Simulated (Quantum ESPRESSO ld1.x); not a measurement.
Q: The mean radii <r> (bohr) of the occupied orbitals of an atom or ion are listed with their occupations. Method: non-relativistic Kohn-Sham, LDA (Slater exchange, Perdew-Zunger correlation), spin-polarised, spherical densities, point nucleus; computed with ld1.x of Quantum ESPRESSO 7.5.

| orbital | occ. | <r> |
|---|---|---|
| 1s up | 1 | 0.02870 |
| 1s down | 1 | 0.02870 |
| 2s up | 1 | 0.1236 |
| 2s down | 1 | 0.1236 |
| 2p up | 3 | 0.1052 |
| 2p down | 3 | 0.1052 |
| 3s up | 1 | 0.3284 |
| 3s down | 1 | 0.3284 |
| 3p up | 3 | 0.3186 |
| 3p down | 3 | 0.3186 |
| 3d up | 5 | 0.2891 |
| 3d down | 5 | 0.2891 |
| 4s up | 1 | 0.7703 |
| 4s down | 1 | 0.7699 |
| 4p up | 3 | 0.8051 |
| 4p down | 3 | 0.8042 |
| 4d up | 5 | 0.9149 |
| 4d down | 5 | 0.9104 |
| 5s up | 1 | 1.941 |
| 5s down | 1 | 1.939 |
| 5p up | 3 | 2.212 |

Name the element and its charge. Open shells, if any, are filled with parallel spins first.

A: Z = 53, iodine, charge +2: I2+ in [Kr] 4d10 5s2 5p3. The 1s radius gives Z: for a bare nucleus <r> = 1.5/Z, 0.0283 bohr for Z = 53, and screening makes it slightly larger (0.02870 here). The occupations add up to 51, and the charge is Z minus that.
